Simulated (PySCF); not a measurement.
# Mayer bond orders and bond lengths

Species: C₅H₁₀N₂.
SMILES with atom numbers: `[CH2:1]=[N:2]/[N:3]=[C:4](\[CH3:5])[CH2:6][CH3:7]` (hydrogens: H8, H9 on C1; H10, H11, H12 on C5; H13, H14 on C6; H15, H16, H17 on C7)

Structure used (PBE0-D3(BJ)/def2-SVP), in Å, numbered top down from 1:
```
atom  x, y, z in Å
C1     3.1954   -0.1974   -0.2206
N2     2.0471   -0.2899   -0.7562
N3     1.0766    0.5499   -0.3559
C4     0.0391    0.0603    0.2126
C5    -0.0965   -1.3948    0.5450
C6    -1.0803    1.0015    0.5510
C7    -2.3146    0.7976   -0.3233
H8     3.9950   -0.8438   -0.5975
H9     3.4182    0.5070    0.5977
H10    0.4419   -1.6274    1.4791
H11   -1.1458   -1.6883    0.6829
H12    0.3664   -2.0026   -0.2480
H13   -0.6989    2.0265    0.4371
H14   -1.3521    0.8666    1.6130
H15   -2.0726    0.9657   -1.3836
H16   -2.7237   -0.2207   -0.2306
H17   -3.1136    1.4999   -0.0422
```

Bond orders from the PBE0/pcSseg-1 density (PySCF). Isolated species at its PBE0-D3(BJ)/def2-SVP geometry (one conformer only).

(1) Where do the orders between heavy atoms depart from those drawn in the SMILES?

(2) Give the Mayer order of every bond, beside its length.

Answers

(1) The largest departure is 0.155, at N3–C4 (drawn double, 1.845).

(2) 
```
  bond  drawn as  length (Å)  Mayer order
 C1–N2    double       1.270        1.867
 N2–N3    single       1.344        1.038
 N3–C4    double       1.280        1.845
 C4–C5    single       1.499        1.025
 C4–C6    single       1.501        1.021
 C6–C7    single       1.526        1.040
 C1–H8    single       1.095        0.952
 C1–H9    single       1.102        0.942
C5–H10    single       1.103        0.937
C5–H11    single       1.098        0.950
C5–H12    single       1.101        0.936
C6–H13    single       1.100        0.945
C6–H14    single       1.105        0.941
C7–H15    single       1.100        0.963
C7–H16    single       1.101        0.962
C7–H17    single       1.100        0.967
```

Bonds between the same two heavy elements. C–N: lowest N3–C4 (1.845, 1.280 Å), highest C1–N2 (1.867, 1.270 Å). C–C: all 3 within 0.02 of one another (1.021 to 1.040).

Q: Sum the orders of all bonds at each heavy atom with more than one neighbour and set the sums beside the valence in the SMILES.

A: C1 3.761 (drawn 4), N2 2.905 (drawn 3), N3 2.883 (drawn 3), C4 3.891 (drawn 4), C5 3.848 (drawn 4), C6 3.947 (drawn 4), C7 3.932 (drawn 4). Orders between atoms that aren't bonded are not in these sums.

The Mayer order sums products of elements of PS (density times overlap matrix) between the two atoms' basis functions, so it depends on the basis set.
